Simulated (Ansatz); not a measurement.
C2H5O, SMILES [CH2]CO, multiplicity 2.

Coordinates come from a PBE0-D3(BJ)/def2-TZVP optimisation. The isomer is the one that the SMILES or the coordinates give; other isomers of the formula were not compared. Other conformers were not sampled.

Two levels are set side by side: PBE/def2-SVPD (Ansatz, an electronic-structure program) and PBE0/def2-SVPD (Ansatz). Energy differences of separate SCF runs at the same geometry; the states with an electron removed or added have multiplicity 1 and 1. Differences are taken from unrounded values.

```tsv
quantity	PBE0
vertical ionisation energy (eV)	9.00
```

Task: What does PBE give, and how far is it from PBE0? (The exact figures need the calculation; the answer reports its results.)

Result: 
| quantity | PBE | PBE minus PBE0 |
|---|---|---|
| vertical ionisation energy (eV) | 8.74 | -0.25 |
